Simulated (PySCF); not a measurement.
# Bonding in `COC[C@@H](F)C1=C[C@H]1F`

C₆H₈F₂O.
Atom-mapped SMILES: `[CH3:1][O:2][CH2:3][C@@H:4]([F:5])[C:6]1=[CH:7][C@H:8]1[F:9]` (hydrogens: H10, H11, H12 on C1; H13, H14 on C3; H15 on C4; H16 on C7; H17 on C8)

Cartesian coordinates in Å at the GFN2-xTB level; atoms count from 1:
```
atom  x, y, z in Å
C1    -2.5432    1.1974    1.4005
O2    -1.4399    0.3553    1.6213
C3    -0.7560    0.0290    0.4390
C4     0.4053   -0.9098    0.7911
F5    -0.0467   -2.2113    0.8607
C6     1.4824   -0.8132   -0.2022
C7     2.2157   -1.3047   -1.1700
C8     2.4432    0.1195   -0.8362
F9     1.9367    1.0881   -1.6883
H10   -3.2813    0.7231    0.7432
H11   -2.9895    1.3817    2.3749
H12   -2.2311    2.1486    0.9523
H13   -0.3596    0.9371   -0.0412
H14   -1.4206   -0.4811   -0.2745
H15    0.7713   -0.6556    1.7962
H16    2.4755   -2.1082   -1.8128
H17    3.3309    0.5162   -0.3588
```

Bond orders from the PBE0/pcSseg-1 density (PySCF). The structure is a single GFN2-xTB conformer in the gas phase; no vibrational or solvent corrections.

(1) Where do the orders between heavy atoms depart from those drawn in the SMILES?

(2) Set the Mayer orders of the bonds between heavy atoms beside their lengths.

## Answers

(1) The largest departure is 0.379, at C6–C7 (drawn double, 1.621). Drawn double or triple, more than 0.30 short of the drawn order: C6–C7 (1.621).

(2) 
```tsv
bond	drawn as	length (Å)	Mayer order
C1–O2	single	1.405	0.927
O2–C3	single	1.404	0.925
C3–C4	single	1.534	0.993
C4–F5	single	1.379	0.887
C4–C6	single	1.468	0.950
C6–C7	double	1.310	1.621
C7–C8	single	1.480	0.977
C8–F9	single	1.386	0.896
C8–C6	single	1.482	0.915
```

Bonds between the same two heavy elements. C–O: all 2 within 0.02 of one another (0.925 to 0.927). C–C: lowest C8–C6 (0.915, 1.482 Å), highest C6–C7 (1.621, 1.310 Å); in 3 of the 10 pairs the longer bond (by over 0.003 Å) has the higher order (by 0.02 or more). C–F: all 2 within 0.02 of one another (0.887 to 0.896).

Task: And the bonds to hydrogen?

Result: C–H: 0.93 to 1.04 (8 bonds).

Task: Sum the orders of all bonds at each heavy atom with more than one neighbour and set the sums beside the valence in the SMILES.

Result: C1 3.818 (drawn 4), O2 1.852 (drawn 2), C3 3.779 (drawn 4), C4 3.758 (drawn 4), C6 3.486 (drawn 4), C7 3.641 (drawn 4), C8 3.746 (drawn 4). Orders between atoms that aren't bonded are not in these sums.

For a closed shell the Mayer order of atoms A and B is Σ (PS)μν (PS)νμ over the basis functions μ on A and ν on B, with P the density and S the overlap matrix.
